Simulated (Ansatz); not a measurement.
Ideal-gas functions of `[BH]1[AlH][O][GeH2]1` at 298.15 K and 1 bar, from an Ansatz frequency run at PBE0-D4/def2-TZVP.

Molar mass 130.44 g/mol, point group Cs (symmetry number 1), electronic degeneracy 1, moments of inertia 60.245, 176.034, 229.881 u Å². Harmonic wavenumbers (cm⁻¹, unscaled): 117, 326, 342, 415, 487, 524, 617, 633, 652, 691, 699, 768, 840, 873, 1933, 2115, 2118, 2678.

Use S(trans) = R[1.5 ln M + 2.5 ln T − 1.1517]; rotational temperatures θ = 24.2544 K / I; S(rot) = R[ln(√π/σ · √(T³/θAθBθC)) + 1.5]; for each mode x = 1.438777 ν̃/T, S = R[x/(eˣ − 1) − ln(1 − e⁻ˣ)] and H = RT x/(eˣ − 1); 1 cm⁻¹ = 0.0119627 kJ/mol; R = 8.31446 J/(mol·K).

Q: By hand: the entropy, in J/(mol·K).

A: Translation 169.6. Rotation: θ = 0.4026, 0.1378, 0.1055 K, giving 109.7. Vibration, mode by mode: 13.18, 5.35, 5.03, 3.80, 2.89, 2.51, 1.76, 1.66, 1.54, 1.33, 1.29, 0.98, 0.74, 0.65, 0.01, 0.00, 0.00, 0.00, in all 42.7. Electronic 0.0. Sum 322.0 J/(mol·K).

Q: By hand: H − E and G − E in kJ/mol, counted from the electronic energy.

A: Zero-point energy ½ × 16828 × 0.0119627 = 100.7; thermal vibration 8.1; translation, rotation and pV give 4 RT = 9.9. H − E = 118.7 kJ/mol, and G − E = 118.7 − 298.15 × 322.0/1000 = 22.7 kJ/mol.

Vibration gives 13 % of the entropy, 13.2 J/(mol·K) of it from the mode under 150 cm⁻¹: soft modes count most, and the harmonic formula is weakest for them.
